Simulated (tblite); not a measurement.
Compound: C₇H₈.
SMILES: `[C@@H]12C[C@]1(C#C)CC2`

Computed values, GFN2-xTB/tblite, gas phase, harmonic and unscaled. Against measured fundamentals such values can be off by several per cent, at times by over 20.

Harmonic wavenumbers (cm⁻¹): 136.4, 147.6, 273.7, 399.2, 433.3, 449.4, 583.0, 643.3, 664.0, 763.2, 810.1, 880.9, 899.5, 942.9, 959.1, 984.1, 1034.1, 1055.2, 1068.7, 1089.2, 1130.6, 1174.4, 1196.6, 1232.6, 1257.3, 1276.4, 1394.5, 1466.5, 1469.2, 1491.3, 2272.4, 2976.6, 2989.4, 3016.2, 3026.5, 3064.3, 3088.6, 3100.3, 3401.7.

A = 5909, B = 2146, C = 1865 MHz; mass 92.063 u (most abundant isotopes); point group C1, symmetry number 1.

Q: What is the zero-point energy?

A: ½Σν̃ = 27121 cm⁻¹ = 324.44 kJ/mol.

Q: Entropy at 298.15 K, 1 bar (ideal gas, RRHO, classical rotation)?

A: Translation 165.26, rotation 113.01, vibration 52.73: S = 331.0 J/(mol K).

Q: And Cp and H(298.15 K) − H(0)?

A: Cp = 113.34 J/(mol K), of which vibrations give 80.08 (their classical limit is 39 R = 324.3); H(298.15 K) − H(0) = 19.63 kJ/mol without the zero-point energy, 9.72 from vibrations.

Q: What must be added to the electronic energy to get the Gibbs energy at 298.15 K and 1 bar?

A: ZPE + [H(298.15 K) − H(0)] − T·S = 324.44 + 19.63 − 98.69 = 245.38 kJ/mol.

Q: Which modes carry the vibrational entropy at 298.15 K?

A: 136.4 cm⁻¹: 11.94; 147.6 cm⁻¹: 11.31; 273.7 cm⁻¹: 6.58; 399.2 cm⁻¹: 4.04; 433.3 cm⁻¹: 3.55; 449.4 cm⁻¹: 3.34 J/(mol K); the other 33 give 11.97 together.

Hindered rotation and anharmonicity are outside this model. The structure is chiral; the term R ln 2 for an equal mix with its mirror image is left out.
